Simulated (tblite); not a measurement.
Species: C₇H₁₅ (doublet state).
SMILES with atom numbers: `[CH2:1][CH2:2][C@@H:3]([CH3:4])[CH:5]([CH3:6])[CH3:7]` (hydrogens: H8, H9 on C1; H10, H11 on C2; H12 on C3; H13, H14, H15 on C4; H16 on C5; H17, H18, H19 on C6; H20, H21, H22 on C7)

Cartesian coordinates in Å at the GFN2-xTB level; atoms count from 1:
```xyz
22
C7H15 angstrom
C     -2.265   -1.399   -0.492
C     -0.960   -1.066    0.095
C     -0.429    0.305   -0.399
C     -1.304    1.420    0.171
C      1.061    0.533   -0.082
C      1.962   -0.313   -0.982
C      1.415    0.287    1.383
H     -2.363   -1.499   -1.556
H     -3.149   -1.479    0.109
H     -1.026   -1.056    1.183
H     -0.222   -1.822   -0.201
H     -0.534    0.322   -1.490
H     -0.970    2.392   -0.185
H     -2.336    1.274   -0.138
H     -1.274    1.424    1.258
H      1.267    1.587   -0.305
H      1.839   -1.374   -0.774
H      3.006   -0.057   -0.814
H      1.732   -0.141   -2.031
H      1.314   -0.766    1.636
H      0.778    0.868    2.044
H      2.447    0.579    1.568
```

All values are computed: GFN2-xTB (tblite) harmonic vibrations without scaling, gas phase. This tight-binding method is rough: wavenumbers can miss measured ones by several per cent, in bad cases by 10 to 20. One conformer, not necessarily the lowest. Open shells enter through the occupations alone, without spin polarisation, and single modes of such species can be off by tens of per cent.

Harmonic wavenumbers (cm⁻¹): 67.5, 88.7, 100.9, 204.5, 213.9, 225.6, 236.8, 264.9, 306.9, 339.9, 410.9, 476.2, 496.4, 554.3, 801.6, 810.0, 913.8, 942.4, 966.3, 972.4, 986.6, 1050.5, 1056.6, 1110.5, 1136.2, 1168.9, 1174.9, 1208.0, 1222.7, 1260.7, 1301.9, 1314.5, 1348.3, 1352.5, 1405.1, 1406.9, 1413.0, 1423.4, 1461.6, 1494.3, 1500.6, 1504.4, 1507.6, 1509.7, 1516.0, 2887.2, 2908.3, 2923.9, 2998.8, 3024.9, 3025.2, 3026.9, 3029.3, 3030.1, 3036.4, 3037.6, 3041.7, 3047.1, 3129.4, 3172.4.

A = 3467, B = 1740, C = 1520 MHz; mass 99.117 u (most abundant isotopes); point group C1, symmetry number 1; spin multiplicity 2.

Task: What is the zero-point energy?

Result: Half the sum of the wavenumbers: 43774 cm⁻¹ = 125.16 kcal/mol.

Task: Entropy at 200 K, 1 bar (ideal gas, RRHO, classical rotation)?

Result: Translation 37.73, rotation 26.76, vibration 17.90, spin (R ln 2) 1.38: S = 83.8 cal/(mol K).

Task: And Cp and H(200 K) − H(0)?

Result: Cp = 28.77 cal/(mol K), of which vibrations give 20.83 (their classical limit is 60 R = 119.2); H(200 K) − H(0) = 3.66 kcal/mol without the zero-point energy, 2.07 from vibrations.

Task: Which modes carry the vibrational entropy at 200 K?

Result: 67.5 cm⁻¹: 3.44; 88.7 cm⁻¹: 2.91; 100.9 cm⁻¹: 2.67; 204.5 cm⁻¹: 1.39; 213.9 cm⁻¹: 1.32; 225.6 cm⁻¹: 1.23 cal/(mol K); the other 54 give 4.94 together.

Task: Blend soft modes into free rotors: weight 1/[1 + (100 cm⁻¹/ν̃)⁴] for the oscillator and the rest for a rotor with moment μB/(μ + B), μ = h/(8π²ν), B = 10⁻⁴⁴ kg m². What vibrational entropy results?

Result: 17.19 cal/(mol K) in place of 17.90, which changes −T·S at 200 K by +0.14 kcal/mol.

Hindered rotation and anharmonicity are outside this model. Other conformers, if any are populated, would add a mixing term that is left out. The structure is chiral; the term R ln 2 for an equal mix with its mirror image is left out.
